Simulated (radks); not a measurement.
Species: Te3+. Configuration: [Kr] 4d10 5s2 5p1. Calculated with a radial shooting solver on a logarithmic mesh with Libxc functionals: Dirac Kohn-Sham, PBEsol, spin-unpolarised, spherical densities, finite nucleus; open shells are shared between the two j in proportion to 2j + 1; Fermi nuclear charge, rms radius 4.7423 fm.

X-ray form factor f0, the Fourier transform of the density (f0(0) = 49):

| sin(theta)/lambda (1/angstrom) | f0 (electrons) |
|---|---|
| 0.05 | 48.409 |
| 0.1 | 46.771 |
| 0.15 | 44.416 |
| 0.2 | 41.712 |
| 0.25 | 38.941 |
| 0.3 | 36.266 |
| 0.4 | 31.451 |
| 0.5 | 27.439 |
| 0.6 | 24.223 |
| 0.8 | 19.803 |
| 1 | 16.992 |
| 1.25 | 14.226 |
| 1.5 | 11.728 |
| 2 | 7.941 |
